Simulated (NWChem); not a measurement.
# Correlation energy of F2Si (+1)

```xyz
3

F      1.3739     0.0000     0.3454
Si     0.0000     0.0000    -0.4441
F     -1.3739     0.0000     0.3454
```
Charge +1, spin multiplicity 2.

The numbers come from NWChem runs, not from measurements. Structure: optimised with UPBE/def2-SVP, a minimum by its harmonic frequencies.

Basis set: def2-SVP. Each correlation energy counts from its own Hartree-Fock reference.

```json
[
 {"method": "CCSD[T] on ROHF", "correlation energy (mHa)": "-453.0"},
 {"method": "UMP2", "correlation energy (mHa)": "-435.6"},
 {"method": "SCS-UMP2", "correlation energy (mHa)": "-417.1"},
 {"method": "CCSD(T) on ROHF", "correlation energy (mHa)": "-450.4"},
 {"method": "CCSD[T] on UHF", "correlation energy (mHa)": "-451.1"},
 {"method": "CCSD(T) on UHF", "correlation energy (mHa)": "-448.7"},
 {"method": "CCSD on UHF", "correlation energy (mHa)": "-439.6"},
 {"method": "CCSD on ROHF", "correlation energy (mHa)": "-441.1"}
]
```

The values span 35.9 mHa, from CCSD[T] on ROHF (lowest) to SCS-UMP2 (highest). 

The correlated methods keep 7 core orbitals frozen. This spin state was chosen for the runs; another may lie lower. The structure started from a generated list of species. The unpaired electrons of the parent sit in orbitals of symmetry a1 (C2v labels of the run); other states weren't searched. No SCF solution was tested for a lower state. Open-shell Hartree-Fock references start from PBE0 orbitals. Coupled-cluster values serve here as a point of comparison, not as the truth.
